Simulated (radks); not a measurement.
Se IV, 31 electrons, occupied as [Ar] 3d10 4s2 4d1 (not the ground configuration). All-electron calculation, scalar-relativistic Kohn-Sham, r2SCAN, spin-polarised, spherical densities, finite nucleus; open shells are filled with parallel spins first; meta-GGA in the generalised Kohn-Sham scheme; Fermi nuclear charge, rms radius 4.14 fm. Program: a radial shooting solver on a logarithmic mesh with Libxc functionals.

Local quantities along the radius. ELF = 1/(1 + alpha^2) is the electron localisation function; alpha = (tau - tau_W)/tau_unif compares the Pauli kinetic energy density with that of the uniform gas (summed over spins); s = |grad rho|/(2 (3 pi^2)^(1/3) rho^(4/3)) is the reduced gradient. tau is taken from the large components.

r (bohr)	ELF	alpha	s
0.001942	1.000	0.01896	0.5297
0.002569	1.000	0.01944	0.4981
0.003372	1.000	0.02046	0.4781
0.004462	1.000	0.02226	0.4670
0.005857	0.999	0.02510	0.4647
0.007688	0.999	0.02964	0.4708
0.01017	0.999	0.03738	0.4868
0.01335	0.997	0.05050	0.5134
0.01767	0.994	0.07601	0.5551
0.02319	0.984	0.1275	0.6124
0.03068	0.941	0.2500	0.6877
0.04027	0.774	0.5403	0.7534
0.05286	0.440	1.129	0.7252
0.06994	0.292	1.557	0.4977
0.0918	0.460	1.083	0.3010
0.1215	0.729	0.6099	0.3297
0.1594	0.787	0.5197	0.4799
0.2093	0.563	0.8804	0.6373
0.2769	0.244	1.762	0.4855
0.3634	0.443	1.121	0.2086
0.4809	0.743	0.5879	0.3144
0.6312	0.759	0.5641	0.5371
0.8285	0.552	0.9017	0.8325
1.096	0.218	1.892	1.053
1.439	0.214	1.918	0.9287
1.904	0.348	1.368	1.070
2.499	0.172	2.195	1.493
3.306	0.066	3.762	2.214
4.34	0.019	7.230	4.226
5.697	0.002	23.45	10.99
7.537	0.000	171.0	41.95

On this mesh the ELF has minima near r = 0.070, 0.28, 1.3 bohr, which separate the shells, and maxima near 0.16 (0.79), 0.55 (0.78), 1.9 (0.35).

Self-consistent cycle (total energy in hartree, residual of the potential): 1: -2418.708440, 9e+00; 2: -2425.004812, 4e+00; 3: -2427.346950, 7e-01; 4: -2427.363109, 5e-01; 5: -2427.411402, 1e-01; 6: -2427.413047, 9e-03; 7: -2427.413072, 2e-03; 8: -2427.413072, 7e-05; 9: -2427.413071, 5e-05; 10: -2427.413071, 4e-05; 11: -2427.413071, 1e-05; 12: -2427.413071, 6e-06; 13: -2427.413071, 3e-07.
